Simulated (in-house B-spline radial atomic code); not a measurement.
Settings and results of a run for Te7+. Level of theory: Dirac-Kohn-Sham BP86, spherical fractional occupations, Fermi nucleus of rms radius 4.7423 fm; calculated with a radial B-spline atomic code at the basis-set limit.

Command:
```bash
python run_scf.py task.json out
```
Settings (nuclear radius in fm, mass in u):
```
Z                52
configuration    [Kr] 4d9
hamiltonian      dirac
method           b88,p86
spin_polarised   False
nucleus          fermi
rms_radius       4.7423
atomic_mass      129.90622
speed_of_light   137.035999084
```

Output (hartree, bohr):
```
 radial grid: 66 intervals, B-splines of order 8, outer radius 13.5065 bohr

 iter        energy (Eh)    residual
    1       -6762.146227    1.14e+00
    2       -6776.701092    6.97e-01
    3       -6784.560656    1.61e-01
    4       -6785.017807    3.52e-02
    5       -6785.034682    2.04e-02
    6       -6785.041903    3.99e-03
    7       -6785.041991    2.10e-04
    8       -6785.041992    3.49e-06
    9       -6785.041992    1.79e-07

 total energy                     -6785.04199
 kinetic                            7175.7654
 electron-nucleus                 -16316.7830
 Hartree                            2530.1346
 exchange-correlation               -174.1590

 first-order corrections (not in the total)
   Gaunt                             5.6490
   retardation                      -0.5811
   frequency dependence             -0.0519
   self-energy                       3.8400
   Uehling                          -0.5163
   Wichmann-Kroll                    0.0114
   recoil                            0.0193

 orbital      occ     eigenvalue          <r>       <r^2>       <1/r>     <1/r^3>       <r^4>       r_max    small
 1s1/2      2.000     -1165.3832    0.0278094  0.00104787     55.5775           -  2.8708e-06     0.01793  3.66e-02
 2s1/2      2.000      -181.7832     0.119413   0.0168735      12.944           - 0.000491337      0.1015  7.80e-03
 2p1/2      2.000      -170.5651     0.100796   0.0124964     12.9273           - 0.000314645     0.07793  7.83e-03
 2p3/2      4.000      -160.4720     0.106377   0.0137889     11.9605     4910.68 0.000374951     0.08264  7.45e-03
 3s1/2      2.000       -39.1023     0.321685    0.118417     4.60481           -   0.0213711      0.2927  2.29e-03
 3p1/2      2.000       -34.4880     0.312042    0.113174     4.51491           -   0.0204829      0.2791  2.24e-03
 3p3/2      4.000       -32.6051     0.323449    0.121379     4.27744     935.077     0.02346      0.2897  2.13e-03
 3d3/2      4.000       -24.4641     0.294408     0.10275     4.12936     148.783   0.0193725       0.236  2.02e-03
 3d5/2      6.000       -24.0702     0.298018     0.10514     4.06822     138.107    0.020215       0.239  1.99e-03
 4s1/2      2.000        -9.5824      0.75773    0.648023     1.85259           -    0.614193      0.6989  6.56e-04
 4p1/2      2.000        -7.9812     0.790442    0.710567     1.74624           -    0.759278       0.718  5.98e-04
 4p3/2      4.000        -7.6128     0.816889    0.758483     1.67155     184.059    0.863999      0.7417  5.67e-04
 4d3/2      3.600        -5.0230     0.915494    0.970495     1.44271     22.8618     1.52535      0.7934  4.41e-04
 4d5/2      5.400        -4.9636      0.92483    0.990023     1.42498     21.1533     1.58576      0.8015  4.33e-04
```

Cost of the run: 1.6 s on 1 thread of Arm Neoverse V2 (shared host).

For the Dirac Hamiltonian the kinetic term is c α·p + (β - 1)c².
